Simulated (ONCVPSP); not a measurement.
Configuration tests for V (Z = 23) (ONCV)

V (Z = 23), optimised norm-conserving Vanderbilt (ONCV), made with ONCVPSP 4.0.1 (LDA (Perdew-Zunger), scalar-relativistic). Core [Ne], reference 3s2 3p6 3d3 4s2. Waves: 3s+4s: rc 1.55 bohr, ncon 4, nbas 7, qcut 7.1 1/bohr, 2 projectors; 3p: rc 1.20 bohr, ncon 4, nbas 8, qcut 14.4 1/bohr, 2 projectors, debl 0.7 Ha; 3d: rc 2.35 bohr, ncon 5, nbas 9, qcut 7.9 1/bohr, 2 projectors, debl 3.9 Ha. Local part: polynomial inside 1.00 bohr (lpopt 5, dvloc0 1 Ha). Core correction: Teter function, fcfact 5.75, rcfact 1.6.

In the p channel the program set the typed energies aside and used -1.615, 0.250 Ha.

Energies are relative to the spin-unpolarised reference configuration 3s2 3p6 3d3 4s2; without spin polarisation the order of configurations can differ from experiment.

(1) Give the all-electron excitation energy and the error of the potential for: 3s2 3p6 3d3 4s1; 3s2 3p6 3d3 4s0; 3s2 3p6 3d2 4s0; 3s2 3p6 3d2 4s2.

Levels in the configuration 3s2 3p6 3d2 4s0:

```csv
level,all-electron (eV),pseudo (eV)
3s,-103.441,-103.255
3p,-77.266,-77.068
3d,-37.213,-36.816
```

Results:

(1)

```
valence configuration  charge  ΔE all-electron (eV)  error AE − PS (meV)
      3s2 3p6 3d3 4s1      +1                 7.941                 +0.5
      3s2 3p6 3d3 4s0      +2                22.486                 +2.2
      3s2 3p6 3d2 4s0      +3                51.645                 +119
      3s2 3p6 3d2 4s2      +1                11.218                 +136
```
